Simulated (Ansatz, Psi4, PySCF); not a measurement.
F₆Ti, charge -2, singlet, at a GFN2-xTB geometry (such geometries of metal compounds can be far from the true shape) (in this run its highest filled SCF level lies above zero, so its values depend strongly on the basis, on diffuse functions most of all). Base run: B97M-V/STO-3G (PySCF).

PySCF was given this input:
```python
from pyscf import gto, scf, dft

mol = gto.Mole()
mol.atom = '''
    Ti   -0.00000000    0.00000000    0.00000000
    F     1.10350812   -0.45756914   -1.41918531
    F    -1.10350812    0.45756914    1.41918531
    F    -1.17988332    0.81162927   -1.17911828
    F    -0.91177399   -1.60408075   -0.19178056
    F     0.91177399    1.60408075    0.19178056
    F     1.17988332   -0.81162927    1.17911828
'''
mol.basis = 'sto-3g'
mol.charge = -2
mol.verbose = 4
mol.build()

mf = dft.RKS(mol)
mf.xc = 'b97m_v'
mf.kernel()
```

The same geometry, method and basis name were run in Ansatz (a first-principles code) and Psi4 and PySCF, at each program's defaults and at the settings that a row names. The base is PySCF at its defaults. Differences at the defaults can come from grids, fitting, cores and function types together.

| code and settings | ΔE vs base (µEh) | basis functions | E (Eh) | SCF cycles |
|---|---|---|---|---|
| PySCF, defaults (exact integrals, its default grid, spherical functions) | 0.0 | 48 | -1431.10141 | 6 |
| Psi4, defaults (density fitting with its default set, its default grid, spherical functions) | -3929 | 48 | -1431.10534 | 7 |
| Ansatz, defaults (factorised integrals, its default grid, spherical functions) | 110 | 48 | -1431.10130 | - |
| PySCF, density fitting with def2-universal-jkfit | -3710 | 48 | -1431.10512 | 6 |
| PySCF, fine grid | 27.2 | 48 | -1431.10138 | 8 |
| Psi4, exact integrals, spherical functions, fine grid | 5.6 | 48 | -1431.10140 | 8 |
| Ansatz, high accuracy | 127 | 48 | -1431.10128 | - |
